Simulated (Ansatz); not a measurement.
Reaction (cleavage of the Si–Si bond): `O[SiH](O)[Si](F)(Cl)Cl` + `O[SiH](O)F` → `O[SiH](O)O[SiH](O)F` + `F[SiH](Cl)Cl`

Calculated with Ansatz (gas phase, PBE0-D4/def2-TZVP geometries, no zero-point term in ΔE). CBS: MP2 limit from def2 TZ/QZ plus the TZ coupled-cluster correction, frozen cores. This one scheme is used for every species. Functionals use def2-TZVPP. B3LYP here is the variant with VWN-RPA as its local correlation; programs differ in this. One conformer a species, not always the lowest.

`O[SiH](O)[Si](F)(Cl)Cl`:

Z-matrix (Å, degrees):
```
Si
O 1 1.630
Si 1 2.344 2 103.6
O 1 1.641 2 109.8 3 -119.0
H 1 1.491 2 112.8 3 119.4
H 2 0.959 1 119.2 3 176.3
F 3 1.593 1 109.3 2 -175.0
Cl 3 2.036 1 112.6 2 -56.0
Cl 3 2.040 1 111.6 2 67.1
H 4 0.958 1 118.3 2 -150.5
```

`O[SiH](O)F`:

Z-matrix (Å, degrees):
```
Si
O 1 1.619
F 1 1.595 2 111.7
O 1 1.630 2 108.7 3 118.8
H 1 1.469 2 107.5 3 -117.0
H 2 0.959 1 118.7 3 -79.5
H 4 0.958 1 118.6 2 -158.0
```

`O[SiH](O)O[SiH](O)F`:

Z-matrix (Å, degrees):
```
Si
O 1 1.633
O 1 1.643 2 108.9
O 1 1.623 2 108.7 3 122.1
H 1 1.471 2 113.7 3 -119.8
H 2 0.960 1 117.7 3 29.6
Si 3 1.615 1 142.8 2 -6.7
H 4 0.958 1 118.2 2 -38.2
O 7 1.618 3 112.1 1 -136.5
F 7 1.603 3 105.9 1 -16.1
H 7 1.466 3 113.2 1 101.7
H 9 0.958 7 119.9 3 39.7
```

`F[SiH](Cl)Cl`:

```xyz
5

F     1.460   -0.333    0.616
Si   -0.004   -0.089    0.073
Cl    0.020   -0.295   -1.940
Cl   -0.566    1.789    0.576
H    -0.910   -1.072    0.676
```

| level | ΔE (kJ/mol) |
| --- | --- |
| B3LYP-D4 | -151.7 |
| CCSD/def2-TZVPP | -165.4 |

(1) What does CCSD(T)/CBS give? (Best estimate.)

Largest T1 diagnostic among the species: 0.012.

Answers

(1) Ansatz gave: -159.7 kJ/mol. The listed levels differ from it by 8.0, -5.7 kJ/mol.

From PBE to PBE0 (25 % exact exchange), in def2-TZVPP and without D4, ΔE moves by −12.0 kJ/mol. In def2-TZVPP, CCSD(T) changes the Hartree–Fock value by +21.4 kJ/mol (the triples alone add +3.5 kJ/mol) and MP2 by +17.4 kJ/mol. The D4 term adds +3.5 kJ/mol with B3LYP and +2.1 kJ/mol with PBE0; it sums over pairs of atoms, weighted by their polarisabilities, and B3LYP, whose exchange is more repulsive, gets the larger term.
